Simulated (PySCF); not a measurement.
ORD: SMILES C=C[C@H]1C=C(F)[C@@H]1Cl, C6H6ClF

Cartesian coordinates in Å; atom numbers follow the order of the lines, from 1:
```xyz
14

C     1.8655    0.7667    1.3783
C     0.6248    0.4757    1.0333
C     0.2531   -0.2435   -0.2176
C    -0.7397   -1.3832   -0.0533
C    -1.6518   -0.7869   -0.8096
F    -2.8813   -1.1021   -1.2090
C    -0.8534    0.4457   -1.0867
Cl   -0.4081    0.7183   -2.7851
H     2.0945    1.2821    2.2945
H     2.7036    0.4987    0.7568
H    -0.2066    0.7480    1.6701
H     1.1370   -0.5058   -0.7999
H    -0.6909   -2.2978    0.5032
H    -1.2474    1.3837   -0.6972
```

Method used: PySCF 2.14.0, TDDFT PBE0/def2-SVPD circular dichroism and optical rotation, one conformer, gas phase. Geometry: GFN2-xTB.

The molecule is flexible and this is one conformer; a measurement averages over conformers. States above about 7.8 eV (minus the energy of the highest occupied orbital) lie near or above the ionisation threshold and depend on the basis.

Stereocentres: C3 S, C7 R.

Task: What is the specific rotation at 633, 589.3, 546, 436, 405, 365, 355 nm?

Result: [α] in deg dm⁻¹ (g/mL)⁻¹:
```csv
λ (nm),origin-invariant length gauge,modified velocity gauge,length gauge (centre of mass),isotropic polarisability (au)
633,+356.8,+355.4,+358.3,86.2
589.3,+422.2,+420.6,+424.0,86.6
546,+507.7,+505.7,+509.7,87.1
436,+909.8,+906.1,+913.0,89.1
405,+1121.8,+1117.1,+1125.4,90.1
365,+1541.4,+1534.8,+1545.8,91.8
355,+1687.3,+1680.0,+1691.9,92.3
```

Task: And for the mirror image at 589.3 nm?

Result: -422.2 deg dm⁻¹ (g/mL)⁻¹ (origin-invariant length gauge): the same size and the opposite sign.

Task: What is the molar rotation [Φ] = [α]·M/100 of the geometry above at 589.3 nm?

Result: With M = 132.56 g/mol, +559.7 deg cm² dmol⁻¹ (origin-invariant length gauge).

The first excitation lies at 6.08 eV (204 nm) with R = +3.4 × 10⁻⁴⁰ esu² cm² (velocity form).
